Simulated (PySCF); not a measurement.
These are PySCF with PBE-D3(BJ)/def2-TZVP // BP86-D3(BJ)/def2-SVP values and carry that method's errors. All species are isolated molecules in the gas phase. One relaxed conformer stands for a flexible species; it need not be the lowest. 

Reference species: [Hf(F)4] (neutral, multiplicity 1).

```yaml
HOMO: -10.09 eV
coordination_number: 4
charge on the central atom (Mulliken): 1.54 e
HOMO–LUMO gap: 8.37 eV
```

Changed species: [Hf(F)(OH)3] (3 of 4 F replaced by OH; the reference has 0 of 4 F replaced by OH).

Q: Give the shifts of the HOMO, coordination number, charge on the central atom (Mulliken) and HOMO–LUMO gap.

A: the HOMO increases by 2.94 eV, to -7.15 eV; the coordination number stays essentially unchanged; the charge on the central atom (Mulliken) drops by 0.07 e, to 1.47 e; the HOMO–LUMO gap drops by 2.08 eV, to 6.29 eV.
